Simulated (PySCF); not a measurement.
I3, SMILES I[I-]I, charge -1. Geometry: PBE-D3(BJ)/def2-SVPD. The def2 effective core potentials stand for the cores of I; spin–orbit coupling is left out.

Computed equilibrium geometry at PBE-D3(BJ)/def2-SVPD (PySCF confirms it by a frequency run) as Cartesian coordinates in Å, and its point group:
point group D∞h.
```xyz
3

I      0.0000     0.0000    -2.9973
I      0.0000     0.0000     0.0000
I      0.0000     0.0000     2.9973
```
Charge -1, spin multiplicity 1.
